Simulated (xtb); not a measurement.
CH$_{3}$Cl$_{3}$Si (SMILES C[Si](Cl)(Cl)Cl), singlet, geometry from GFN2-xTB; GFN0-xTB (xtb).

xtb was given this input:
```
$ xtb mol.xyz --gfn 0 --opt --json

# file mol.xyz
8

C     -2.08539302    -0.43002418     0.05735758
Si    -0.22565362    -0.04653152     0.00620648
Cl     0.68040569    -1.19502435    -1.39062803
Cl     0.06775652     1.90072752    -0.45554951
Cl     0.60976201    -0.42568869     1.80882858
H     -2.26630565    -1.46926637     0.31744164
H     -2.59468576     0.18660249     0.79274175
H     -2.55221147    -0.24599592    -0.90628735
```

It wrote (shortened):

```
   ID    Z sym.   atoms
    1    6 C      1
    2   14 Si     2
    3   17 Cl     3-5
    4    1 H      6-8

           -------------------------------------------------
          |                Calculation Setup                |
           -------------------------------------------------

           -------------------------------------------------
          |                 G F N 0 - x T B                 |
           -------------------------------------------------

          ...................................................
          :                      SETUP                      :
          :.................................................:
          :  # basis functions                  50          :
          :  # atomic orbitals                  46          :
          :  # shells                           20          :
          :  # electrons                        32          :
          :  electronic temp.          300.0000000     K    :
          :  accuracy                    1.0000000          :
          :  -> integral cutoff          0.2500000E+02      :
          :  -> integral neglect         0.1000000E-07      :
          ...................................................

         :::::::::::::::::::::::::::::::::::::::::::::::::::::
         ::                     SUMMARY                     ::
         :::::::::::::::::::::::::::::::::::::::::::::::::::::
         :: total energy             -18.542798247909 Eh    ::
         :: gradient norm              0.019608191953 Eh/a0 ::
         :: HOMO-LUMO gap              6.176103220759 eV    ::
         ::.................................................::
         :: H0 energy                -18.548143574299 Eh    ::
         :: repulsion energy           0.104699575032 Eh    ::
         :: electrostat energy        -0.096411250623 Eh    ::
         :: -> Gsolv                   0.000000000000 Eh    ::
         ::    -> Gsasa                0.000000000000 Eh    ::
         ::    -> Gshift               0.000000000000 Eh    ::
         :: dispersion energy         -0.002942998019 Eh    ::
         :: short-range corr.          0.000000000000 Eh    ::
         :: add. restraining           0.000000000000 Eh    ::
         :: total charge              -0.000000000000 e     ::
         :::::::::::::::::::::::::::::::::::::::::::::::::::::

      -----------------------------------------------------------
     |                   =====================                   |
     |                        A N C O P T                        |
     |                   =====================                   |
     |               Approximate Normal Coordinate               |
     |                Rational Function Optimizer                |
      -----------------------------------------------------------
      -----------------------------------------------------------
     |                   =====================                   |
     |                        A N C O P T                        |
     |                   =====================                   |
     |               Approximate Normal Coordinate               |
     |                Rational Function Optimizer                |
      -----------------------------------------------------------

          ...................................................
          :                      SETUP                      :
          :.................................................:
          :   optimization level            normal          :
          :   max. optcycles                   200          :
          :   ANC micro-cycles                  20          :
          :   degrees of freedom                18          :
          :.................................................:
          :   RF solver                   davidson          :
          :   write xtbopt.log                true          :
          :   linear?                        false          :
[...]
 * total energy  :   -18.5427982 Eh     change        0.0000000E+00 Eh
 * total energy  :   -18.5435237 Eh     change       -0.7254938E-03 Eh
 * total energy  :   -18.5437371 Eh     change       -0.2134045E-03 Eh
 * total energy  :   -18.5437472 Eh     change       -0.1006712E-04 Eh
 * total energy  :   -18.5437486 Eh     change       -0.1384282E-05 Eh
   *** GEOMETRY OPTIMIZATION CONVERGED AFTER 5 ITERATIONS ***
         :: total energy             -18.543748597577 Eh    ::
[...]
         5        2.0000           -0.5568861             -15.1536
         6        2.0000           -0.5285052             -14.3814
         7        2.0000           -0.5285052             -14.3814
         8        2.0000           -0.4744050             -12.9092
         9        2.0000           -0.4744050             -12.9092
        10        2.0000           -0.4676345             -12.7250
        11        2.0000           -0.4607694             -12.5382
        12        2.0000           -0.4607694             -12.5382
        13        2.0000           -0.4488613             -12.2141
        14        2.0000           -0.4488613             -12.2141
        15        2.0000           -0.4452866             -12.1169
        16        2.0000           -0.4373590             -11.9011 (HOMO)
        17                         -0.2147107              -5.8426 (LUMO)
        18                         -0.2147107              -5.8426
        19                         -0.1921356              -5.2283
        20                         -0.1565308              -4.2594
        21                         -0.1039426              -2.8284
        22                         -0.1039426              -2.8284
        23                         -0.0995642              -2.7093
        24                         -0.0764725              -2.0809
        25                         -0.0764725              -2.0809
        26                         -0.0648716              -1.7652
        27                         -0.0644490              -1.7537
       ...                                ...                  ...
        46                          0.6791338              18.4802
      -------------------------------------------------------------
                  HL-Gap            0.2226483 Eh            6.0586 eV
             Fermi-level            0.0000000 Eh            0.0000 eV

     #   Z          covCN         q      C6AA      α(0)
     1   6 C        3.652    -0.670    42.500     9.465
     2  14 Si       3.286     0.646   152.332    24.336
     3  17 Cl       0.807    -0.225   104.148    15.599
     4  17 Cl       0.807    -0.225   104.148    15.599
     5  17 Cl       0.807    -0.225   104.148    15.599
     6   1 H        0.925     0.233     0.946     1.521
     7   1 H        0.925     0.233     0.946     1.521
     8   1 H        0.925     0.233     0.946     1.521

 Mol. C6AA /au·bohr⁶  :       2716.222830
 Mol. C8AA /au·bohr⁸  :     119182.473954
 Mol. α(0) /au        :         85.162409

Wiberg/Mayer (AO) data.
largest (>0.10) Wiberg bond orders for each atom

 ---------------------------------------------------------------------------
     #   Z sym  total        # sym  WBO       # sym  WBO       # sym  WBO
 ---------------------------------------------------------------------------
     1   6 C    3.901 --     7 H    0.958     8 H    0.958     6 H    0.958
                             2 Si   0.956
     2  14 Si   3.979 --     5 Cl   0.983     3 Cl   0.983     4 Cl   0.983
                             1 C    0.956
     3  17 Cl   1.068 --     2 Si   0.983
     4  17 Cl   1.068 --     2 Si   0.983
     5  17 Cl   1.068 --     2 Si   0.983
     6   1 H    0.984 --     1 C    0.958
     7   1 H    0.984 --     1 C    0.958
     8   1 H    0.984 --     1 C    0.958
 ---------------------------------------------------------------------------

Topologies differ in total number of bonds
Writing topology from bond orders to xtbtopo.mol

 dipole moment from electron density (au)
     X       Y       Z
  -0.6272  -0.1293   0.0173  total (Debye):    1.628

optimized geometry written to: xtbopt.xyz

           -------------------------------------------------
          | TOTAL ENERGY              -18.543748597577 Eh   |
          | GRADIENT NORM               0.000301020418 Eh/α |
          | HOMO-LUMO GAP               6.058567336481 eV   |
           -------------------------------------------------

normal termination of xtb
```
